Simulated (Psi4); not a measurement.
H$_{3}$B$_{3}$O$_{3}$, triplet, at a GFN2-xTB geometry (a higher spin typed on purpose: for a closed-shell molecule this is an excited state). Base run: HF/def2-SVP (Psi4).

Geometry (Å):
```xyz
9

B     -0.5793     1.2347     0.5480
O     -1.3914    -0.0112     0.2534
B     -0.7128    -1.0795    -0.1036
O      0.6127    -1.1787    -0.3322
B      1.3795     0.0297    -0.3251
O      0.7270     1.0718     0.1190
H     -1.1728     2.1069    -0.0426
H     -1.3475    -2.0795    -0.2152
H      2.4965    -0.0077    -0.6606
```
Charge 0, spin multiplicity 3.
Orbitals are unrestricted.
All else is at Psi4's defaults (density fitting).
Base energy -300.20752 Eh.

Each row names what was changed in the base input (with any setting that the change needs).

| change | ΔE vs base (µEh) | SCF cycles | basis functions | outcome |
|---|---|---|---|---|
| base | 0.0 | 21 | 99 | converged |
| e_convergence = 1e-10 | 0.0 | 26 | 99 | converged |
| damping_percentage = 20 | - | - | 99 | not converged |
| basis_guess = true | 0.0 | 9 | 99 | converged |
| guess = sapgau | 0.0 | 19 | 99 | converged |
| scf_type = dfdirj+cosx | -212 | 22 | 99 | converged |
| cholesky_tolerance = 1e-3 (with scf_type cd) | 792 | 21 | 99 | converged |
| d_convergence = 1e-10 | 0.0 | 33 | 99 | converged |
| guess = modhuckel | 3109 | 24 | 99 | another SCF solution |
| level_shift = 0.3 | 0.0 | 21 | 99 | converged |
| d_convergence = 1e-8 | 0.0 | 26 | 99 | converged |
| guess = sap | 0.0 | 19 | 99 | converged |
| scf_type = out_of_core | -244 | 21 | 99 | converged |

A guess, shift, damping, solver or small numerical setting can't move a converged solution much, so rows marked as another SCF solution ended in a different state.

Open shells are given as the SCF converged; they aren't shown to be the lowest states, and a large step between rows can be another state.
